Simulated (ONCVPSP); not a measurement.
# Hg: variants of one ONCV potential

Base potential:

ONCVPSP 4.0.1 input, shortened (lines: element, Z, core and valence counts, functional; n l f; lmax; l rc ep ncon nbas qcut; lloc lpopt rc5 dvloc0; l nproj debl; icmod fcfact rcfact), PW91, scalar-relativistic:

```
  Hg 80.00   12    2  -109134      upf
    1    0    2.00
    2    0    2.00
    2    1    6.00
    3    0    2.00
    3    1    6.00
    3    2   10.00
    4    0    2.00
    4    1    6.00
    4    2   10.00
    4    3   14.00
    5    0    2.00
    5    1    6.00
    5    2   10.00
    6    0    2.00
    2
    0    2.40    0.00    3    7    2.40
    1    2.55    0.08    3    6    3.90
    2    1.75    0.00    5   10   10.30
    2    5    1.75    0.00
    0    3    3.00
    1    2    2.00
    2    0    2.00
    3    3.75    1.15
```

In the p channel the program set the typed energies aside and used 0.050, 2.050 Ha.

Cutoffs, loose and tight: the cutoffs (Ha) at which the residual kinetic energy of the hardest occupied pseudo-wave falls to 1 and 0.1 mHa per electron. They do not see the model core or the augmentation charge, which bear on the density cutoff. Test errors are all-electron minus pseudo excitation energies from the reference, over the configurations 5d10 6s1; 5d10 6s0; 5d9 6s0; 5d10 6s1.5. A dash means not determined; rows that change the core or the reference have their own tests.

```tsv
change	outcome	cutoff, loose	cutoff, tight	bound ghosts	GHOST(+) flags above zero	largest test error (meV)
base	generated, projector energies reset by the program	22 Ha	27 Ha	none	s, p	-94
core correction Teter function, fcfact 1.4, rcfact 1.15	generated, projector energies reset by the program	22 Ha	27 Ha	none	s, p	-91
core correction Teter function, fcfact 2.5, rcfact 1.15	generated, projector energies reset by the program	22 Ha	27 Ha	none	s, p	-93
core correction Teter function, fcfact 2.9, rcfact 1.15	generated, projector energies reset by the program	22 Ha	27 Ha	none	s, p	-93
core correction Teter function, fcfact 4.2, rcfact 1.15	generated, projector energies reset by the program	22 Ha	27 Ha	none	s, p	-95
core correction Teter function, fcfact 5.1, rcfact 1.15	generated, projector energies reset by the program	22 Ha	27 Ha	none	s, p	-96
core correction Teter function, fcfact 6, rcfact 1.15	generated, projector energies reset by the program	22 Ha	27 Ha	none	s, p	-98
core correction Teter function, fcfact 6.7, rcfact 1.15	generated, projector energies reset by the program	22 Ha	27 Ha	none	s, p	-99
core correction Teter function, fcfact 7.7, rcfact 1.15	generated, projector energies reset by the program	22 Ha	27 Ha	none	s, p	-101
```

Reading the sweep of the fcfact (base included, trends over the rows without a ghost): The loose cutoff stays near 22 Ha. The median size of the test errors (rows with all tests solved) rises from 3.3 meV at 1.4 to 6.8 meV at 7.7.
